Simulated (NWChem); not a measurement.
# C4H9S, doublet; SMILES [CH](C)SCC

Results from NWChem. Spin-unrestricted. Coordinates come from a PBE0/def2-SVP, spin-unrestricted optimisation. No stability test was run on the SCF state. Gas-phase geometry, NWChem's default radii. One conformer.

COSMO at B3LYP/def2-SVP gives an electrostatic solvation energy of -0.71 kcal/mol for ε = 1.5. Its surface charges are scaled by f = (ε − 1)/ε.

### Question
Estimate the value for ε = 37.5 from the scaling alone and compare it with a run.

### Answer

1. f = 0.3333 and 0.9733; their ratio is 2.920.
2. With a rigid solute density the energy is proportional to f: -0.71 × 2.920 = -2.07 kcal/mol.
3. The run gives -2.29 kcal/mol, 0.22 lower; the difference is the response of the solute's density to the stronger field.
